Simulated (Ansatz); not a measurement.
Input file for CH$_{6}$FN$_{3}$Si (`NC1(F)N[SiH2]N1`):

```yaml
crystal:
  periodic: [false, false, false]
  atoms:
    - {symbol: N, position_ang: [-0.271794, -1.704062, 0.433852]}
    - {symbol: C, position_ang: [0.019942, -0.315828, 0.544262]}
    - {symbol: F, position_ang: [0.351534, -0.032476, 1.885427]}
    - {symbol: N, position_ang: [-1.042920, 0.556196, 0.112666]}
    - {symbol: Si, position_ang: [0.022872, 1.316043, -1.024315]}
    - {symbol: N, position_ang: [1.082578, 0.139024, -0.317871]}
    - {symbol: H, position_ang: [0.589094, -2.229984, 0.365612]}
    - {symbol: H, position_ang: [-0.781456, -2.020933, 1.250019]}
    - {symbol: H, position_ang: [-1.939521, 0.127046, -0.043186]}
    - {symbol: H, position_ang: [0.345053, 2.749978, -0.802221]}
    - {symbol: H, position_ang: [-0.295322, 1.136199, -2.464525]}
    - {symbol: H, position_ang: [1.996739, 0.223698, 0.094180]}
basis:
  gaussian: {orbitals: def2-TZVPP}
correlation: {method: ccsd_t}
```

```sh
$ ansatz run in.yaml --threads 4 --pin off --events-out ev --progress --plain --max-ram 10444MiB
```

Output of Ansatz, abridged:

```
Functional definition: HF
1700 factors; integrals over basis functions are off by at most 1.0e-3 eV
mean field evaluation 1: about -16137.1896 eV, gradient 5.2e1 eV
mean field evaluation 2: about -16137.5286 eV, gradient 5.3e1 eV
mean field evaluation 4: about -16143.1939 eV, gradient 3.9e0 eV
mean field evaluation 8: about -16143.2629 eV, gradient 2.9e-1 eV
mean field -16143.26314124 eV, -593.2539781439 hartree, gradient 2.1e-6 eV, S^2 0.000000; 0 other end points of the search recorded, 0 dependent functions left out
10 core orbitals not correlated: weight in the atoms' cores, before any rotation towards them, 1.000 or more for the frozen orbitals, at most 0.000 for the correlated occupied ones
reference -16143.26314124 eV, -593.2539781439 hartree; 18, 18 occupied and 253, 253 virtual orbitals, 1700 factors
second order -31.40461852 eV of doubles, -0.00000000 eV of singles
cycle   1  -31.39406303 eV  change    1.1e-2 eV  update   1.1e-1
cycle   2  -32.10650807 eV  change   -7.1e-1 eV  update   3.2e-2
cycle   3  -32.25656296 eV  change   -1.5e-1 eV  update   1.6e-2
cycle   4  -32.24084242 eV  change    1.6e-2 eV  update   3.6e-3
cycle   5  -32.23880144 eV  change    2.0e-3 eV  update   1.7e-3
cycle   6  -32.23984936 eV  change   -1.0e-3 eV  update   5.4e-4
cycle   7  -32.23965127 eV  change    2.0e-4 eV  update   2.1e-4
cycle   8  -32.23948816 eV  change    1.6e-4 eV  update   6.6e-5
cycle   9  -32.23948936 eV  change   -1.2e-6 eV  update   2.6e-5
perturbative correction -1.26865822 eV, -0.0466223298 hartree
Total energy: -16176.77128883 eV, -594.4853798550 hartree
```

Hardware: 4 threads of an Arm Neoverse V1 on a shared host. Wall time 6.3 min, peak host memory 8.6 GiB.

MP2 recovers 93.7 % of the CCSD(T) correlation energy and the triples give 3.8 %; T1 = 0.0115.
